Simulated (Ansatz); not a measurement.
Start from `[OH][GeH]([OH])[GeH3]` and change one atom or group to get `C[CH2][GeH]([OH])[OH]`.

Ansatz, PBE0-D4/def2-TZVP geometries, multiplicity 1. Each molecule was computed in one conformer, which needn't be the lowest.

Scalar relativity is left out up to krypton.

```
                                        property  `[OH][GeH]([OH])[GeH3]`
size of the dipole moment (B3LYP/def2-TZVPP) / D                     1.97
  size of the dipole moment (PBE/def2-TZVPP) / D                     1.87
             LUMO energy (B3LYP/def2-TZVPP) / eV                    -0.23
               HOMO energy (PBE/def2-TZVPP) / eV                    -6.58
             HOMO–LUMO gap (PBE/def2-TZVPP) / eV                     5.78
         HOMO–LUMO gap (ωB97M-V/def2-TZVPP) / eV                    11.79
```

Problem. Give the same properties after the change, and the shifts. (Estimate.)

Solution. The calculation gave: 
```json
{"property": "size of the dipole moment (B3LYP/def2-TZVPP) / D", "`C[CH2][GeH]([OH])[OH]`": "1.76", "shift": "-0.21"}
{"property": "size of the dipole moment (PBE/def2-TZVPP) / D", "`C[CH2][GeH]([OH])[OH]`": "1.63", "shift": "-0.24"}
{"property": "LUMO energy (B3LYP/def2-TZVPP) / eV", "`C[CH2][GeH]([OH])[OH]`": "0.24", "shift": "0.47"}
{"property": "HOMO energy (PBE/def2-TZVPP) / eV", "`C[CH2][GeH]([OH])[OH]`": "-6.65", "shift": "-0.07"}
{"property": "HOMO–LUMO gap (PBE/def2-TZVPP) / eV", "`C[CH2][GeH]([OH])[OH]`": "6.37", "shift": "0.59"}
{"property": "HOMO–LUMO gap (ωB97M-V/def2-TZVPP) / eV", "`C[CH2][GeH]([OH])[OH]`": "12.59", "shift": "0.80"}
```

With PBE0 the HOMO falls by 0.23 eV and the LUMO rises by 0.58 eV, so the gap widens by about 0.81 eV. PBE moves the HOMO by -0.07 eV and ωB97M-V by -0.39 eV. Dipoles are sizes alone; their direction can turn.

B3LYP here is the variant with VWN-RPA as its local correlation; programs differ in this.
